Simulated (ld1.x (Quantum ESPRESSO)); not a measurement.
What one change does to a pseudopotential (chlorine, TM)

* Element: chlorine (Cl)
* Generator: ld1.x (Quantum ESPRESSO) 7.5
* Type: norm-conserving Troullier–Martins (Kleinman–Bylander form)
* Functional: LDA (PZ)
* Relativity: scalar-relativistic
* Frozen core: [Ne]
* Valence charge: 7
* Reference configuration: 3s2 3p3.5 (charge +1.5)
* Partial waves: 3p (bound): rc 1.25 bohr; 3s (bound): rc 1.30 bohr
* Local potential: the s channel
* Core correction: Bessel-smoothed model core inside 1.15 bohr

Change: core [He], valence charge 15; reference 2s2 2p6 3s2 3p5; waves now 2s (bound): rc 0.55 bohr; 2p (bound): rc 0.65 bohr; local potential all-electron potential smoothed inside 0.65 bohr (lloc = -1); core correction Bessel-smoothed model core, default radius (core density twice the valence density) (3p, 3s counted twice).

Cutoffs: the cutoffs (Ry, on a coarse ladder) from which the occupation-weighted sum of valence levels, in a spherical-Bessel basis at the reference potential, stays within 10 and 1 mRy of its value at 400 Ry; they do not see the model core or the augmentation charge, which bear on the density cutoff. Errors are all-electron minus pseudo energies relative to the spin-unpolarised reference configuration.

Problem. What does the change do?

Solution. The miss of the reference levels goes from 0.00 to 0.41 eV; neither file shows a bound ghost. In the changed file ld1.x takes every shell without a wave as core, so the model core holds the 3p, 3s electrons as well and exchange and correlation see them twice. This cancels in the reference configuration, but the file is broken for other ones, and its errors say nothing about a proper core correction. Several settings change at once here, so the effects cannot be laid on one of them.

```csv
quantity,base,changed
"cutoff, loose",55 Ry,over 300 Ry
"cutoff, tight",80 Ry,over 300 Ry
loose cutoff by channel (10 mRy a level),"p 15 Ry, s 30 Ry","s 260 Ry, p over 300 Ry"
bound ghosts,none,none
"largest miss of a reference level, eV",0.00,0.41
"largest error over its own tests, meV",+35,+780
```
